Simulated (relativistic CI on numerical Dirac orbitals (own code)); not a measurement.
**Ir LXIII: q coefficients and field-shift factors**

Method of calculation: Dirac-Coulomb-Breit CI, orbitals from a KLI potential per configuration, derivatives by finite differences, unscaled Slater integrals, QED left out (own radial code, finite nucleus).

Configuration list (outside the closed core [Ne]): 3s2.3p3, 3s2.3p2.3d, 3s.3p4, 3s2.3p.3d2, 3p5, 3s.3p3.3d, 3p3.3d2, 3s.3p2.3d2. Levels of other configurations are missing.

With x = (α/α₀)² − 1 an excitation energy changes as ω = ω₀ + qx; K = 2q/ω₀ is the relative enhancement. Terms are leading LS components, so labels can repeat. The field-shift factor is F = δν/δ⟨r²⟩ for the transition from the lowest level.

Lowest level 3s2.3p3 2P°_3/2.

```tsv
Level	ω₀ (cm⁻¹)	q (cm⁻¹)	F (GHz/fm²)
3s2.3p2.3d 2D_3/2	1976896	117900	32.6
3s2.3p2.3d 2D_5/2	2880947	956200	26
3s2.3p3 4S°_3/2	3348143	4.315e+06	-735
3s2.3p3 2D°_5/2	3449250	4.308e+06	-741
3s2.3p3 2P°_1/2	3581119	4.321e+06	-737
3s.3p4 4P_5/2	4895139	4.698e+06	-9860
3s.3p4 2P_3/2	5143989	4.613e+06	-6670
3s.3p4 2S_1/2	5163989	4.697e+06	-8930
3s2.3p2.3d 4F_5/2	5293424	4.416e+06	-734
3s2.3p2.3d 4D_1/2	5320704	4.43e+06	-800
3s2.3p2.3d 4F_3/2	5330097	4.459e+06	-1790
3s2.3p2.3d 2G_7/2	5400145	4.413e+06	-685
3s2.3p2.3d 2D_5/2	5662760	4.469e+06	-1080
3s2.3p2.3d 2P_1/2	5757252	4.529e+06	-2020
3s2.3p2.3d 2D_3/2	5782134	4.58e+06	-3410
3s2.3p2.3d 4D_7/2	6079945	5.226e+06	-668
3s2.3p2.3d 2P_3/2	6193589	5.266e+06	-875
3s2.3p2.3d 2G_9/2	6194136	5.223e+06	-667
3s2.3p2.3d 2F_5/2	6224093	5.26e+06	-739
3s2.3p2.3d 2D_5/2	6396569	5.22e+06	-947
3s2.3p2.3d 2F_7/2	6408999	5.247e+06	-686
3s2.3p2.3d 2D_3/2	6481658	5.255e+06	-732
3s2.3p2.3d 2P_1/2	6517452	5.253e+06	-962
```

At this charge energies of transitions that change n are usually good to better than 1 %, and those within a shell (Δn = 0) to a few per cent.

Problem. Which transition from the lowest level has the largest |K|?

Solution. 3s2.3p3 4S°_3/2 at 3348143 cm⁻¹, K = 2.58.
